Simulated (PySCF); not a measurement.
C4H11F3Si2, SMILES C[SiH](C)CC[Si](F)(F)F, GFN2-xTB optimised geometry.

```
20

Si     0.54    -0.11     0.00
F      0.16    -0.59     1.46
F      2.13    -0.11     0.00
F      0.16     1.43     0.00
C     -0.27    -1.09    -1.37
C     -1.81    -1.06    -1.30
Si    -2.64    -2.07    -2.69
C     -4.53    -1.95    -2.48
C     -2.13    -1.37    -4.38
H      0.04    -0.71    -2.34
H      0.06    -2.13    -1.34
H     -2.13    -1.43    -0.33
H     -2.14    -0.02    -1.34
H     -2.20    -3.47    -2.58
H     -5.04    -2.52    -3.24
H     -4.87    -0.92    -2.55
H     -4.84    -2.34    -1.51
H     -2.34    -0.30    -4.46
H     -2.66    -1.86    -5.19
H     -1.06    -1.51    -4.57
```

Density from CAM-B3LYP/def2-SVP (PySCF) at that geometry.

Minimum of the electron density along straight lines between bonded atoms, close to the bond critical point (lines longer than 1.1 times the sum of covalent radii, or with two minima, are not listed):

```tsv
bond	length / Å	ρ at the minimum / e bohr⁻³	∇²ρ there / e bohr⁻⁵	position (fraction from the first atom)
Si1–F2	1.589	0.126	1.20	0.42
Si1–F3	1.590	0.126	1.19	0.42
Si1–F4	1.589	0.126	1.20	0.42
Si1–C5	1.875	0.124	0.30	0.38
C5–C6	1.538	(withheld)	(withheld)	0.51
C6–Si7	1.912	0.110	0.32	0.62
Si7–C8	1.900	0.112	0.32	0.38
Si7–C9	1.903	0.111	0.32	0.38
C5–H10	1.092	0.273	-0.99	0.63
C5–H11	1.092	0.273	-0.99	0.63
C6–H12	1.090	0.273	-0.98	0.63
C6–H13	1.091	0.273	-0.98	0.62
Si7–H14	1.476	0.115	0.32	0.49
C8–H15	1.085	0.272	-0.98	0.63
C8–H16	1.086	0.272	-0.98	0.63
C8–H17	1.085	0.272	-0.99	0.63
C9–H18	1.087	0.271	-0.98	0.63
C9–H19	1.086	0.272	-0.99	0.63
C9–H20	1.086	0.272	-0.98	0.63
```

**Question.** Complete the blanks.

**Answer.** 
- C5–C6, ρ at the minimum / e bohr⁻³: 0.233
- C5–C6, ∇²ρ there / e bohr⁻⁵: -0.50
